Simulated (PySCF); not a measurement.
C3H4O2Si, SMILES C1(OC(=O)[SiH2]1)=C. Atoms are numbered in the order given.

```xyz
10

C      0.6056    -2.3212     0.0000
C      0.2101    -1.0526     0.0000
O      1.1105     0.0197     0.0000
C      0.2953     1.1445     0.0000
O      0.7085     2.2538     0.0000
Si    -1.3167     0.0520     0.0000
H      1.6668    -2.5842     0.0000
H     -0.1324    -3.1243     0.0000
H     -2.1592     0.0844     1.2271
H     -2.1592     0.0844    -1.2271
```

The structure is a stationary point at PBE0-D3(BJ)/def2-SVP. This is a generated structure with no PubChem entry under its InChIKey; it may be hypothetical.

Level of theory: PySCF with ωB97X/def2-TZVP.

Gas-phase values at a fixed geometry.

```yaml
total_energy: -556.65557 hartree
point_group: Cs
highest_occupied_level: -9.89 eV
lowest_empty_level: 1.08 eV
orbital_gap: 10.96 eV
dipole_moment: 3.95 D
quadrupole, principal values (traceless, Buckingham form, about the centre of nuclear charge): -6.09, 0.69, 5.40 D·Å
mean_static_polarisability: 65.9 bohr³ (9.77 Å³)
polarisability_principal_values: 45.7, 65.6, 86.4 bohr³
```
